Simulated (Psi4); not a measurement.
CH$_{3}$Cl, charge +1, doublet, geometry from GFN2-xTB (a state made from the parent by changing its charge; the spin is typed, not shown lowest); CISD/def2-SVP in Psi4 1.11.

Input for Psi4:
```
memory 2 GB

molecule {
1 2
C    -0.00131604    0.04523262   -1.08238306
Cl    0.00077875   -0.02676598    0.64048998
H    -0.03211593    1.09416315   -1.42147319
H     0.90873300   -0.42897516   -1.48626886
H    -0.88195964   -0.48156210   -1.48628921
}

set {
  basis def2-svp
  reference uhf
}

energy('cisd')
print_variables()
```

The log (banner, timings and long lists left out):

```
Traceback (most recent call last):
  File "psi4", line 375, in <module>
  File "<string>", line 26, in <module>
  File "site-packages/psi4/driver/driver.py", line 461, in energy
  File "site-packages/psi4/driver/task_planner.py", line 255, in task_planner
  File "site-packages/psi4/driver/driver_util.py", line 222, in negotiate_derivative_type
  File "site-packages/psi4/driver/driver_util.py", line 355, in highest_analytic_derivative_available

psi4.driver.p4util.exceptions.MissingMethodError: Method=cisd is not available for any derivative level under conditions CI_TYPE=CONV, REFERENCE=UHF, FREEZE_CORE=FALSE, QC_MODULE=(auto). See https://psicode.org/psi4manual/master/introduction.html#ss-cisd. Or did you mean? ccd ccsd cisdt cisdtq qcisd lccsd ci2 ci3 ci4 ci5 ci6 ci7 ci8 ci9 ci10 ci11 ci12 ci13 ci14 ci15 ci16 ci17 ci18 ci19 ci20 ci21 ci22 ci23 ci24 ci25 ci26 ci27 ci28 ci29 ci30 ci31 ci32 ci33 ci34 ci35 ci36 ci37 ci38 ci39 ci40 ci41 ci42 ci43 ci44 ci45 ci46 ci47 ci48 ci49 ci50 ci51 ci52 ci53 ci54 ci55 ci56 ci57 ci58 ci59 ci60 ci61 ci62 ci63 ci64 ci65 ci66 ci67 ci68 ci69 ci70 ci71 ci72 ci73 ci74 ci75 ci76 ci77 ci78 ci79 ci80 ci81 ci82 ci83 ci84 ci85 ci86 ci87 ci88 ci89 ci90 ci91 ci92 ci93 ci94 ci95 ci96 ci97 ci98

Printing out the relevant lines from the Psithon --> Python processed input file:
    H    -0.88195964   -0.48156210   -1.48628921
    """)
    core.IO.set_default_namespace("")
    core.set_global_option("BASIS", "def2-svp")
    core.set_global_option("REFERENCE", "uhf")
--> energy('cisd')
    print_variables()

!----------------------------------------------------------------------------------!
!                                                                                  !
!  Method=cisd is not available for any derivative level under conditions          !
!     CI_TYPE=CONV, REFERENCE=UHF, FREEZE_CORE=FALSE, QC_MODULE=(auto). See        !
!     https://psicode.org/psi4manual/master/introduction.html#ss-cisd. Or did you  !
!     mean? ccd ccsd cisdt cisdtq qcisd lccsd ci2 ci3 ci4 ci5 ci6 ci7 ci8 ci9 ci10 !
!     ci11 ci12 ci13 ci14 ci15 ci16 ci17 ci18 ci19 ci20 ci21 ci22 ci23 ci24 ci25   !
!     ci26 ci27 ci28 ci29 ci30 ci31 ci32 ci33 ci34 ci35 ci36 ci37 ci38 ci39 ci40   !
!     ci41 ci42 ci43 ci44 ci45 ci46 ci47 ci48 ci49 ci50 ci51 ci52 ci53 ci54 ci55   !
!     ci56 ci57 ci58 ci59 ci60 ci61 ci62 ci63 ci64 ci65 ci66 ci67 ci68 ci69 ci70   !
!     ci71 ci72 ci73 ci74 ci75 ci76 ci77 ci78 ci79 ci80 ci81 ci82 ci83 ci84 ci85   !
!     ci86 ci87 ci88 ci89 ci90 ci91 ci92 ci93 ci94 ci95 ci96 ci97 ci98             !
!                                                                                  !
!----------------------------------------------------------------------------------!
```

The program refused the input.
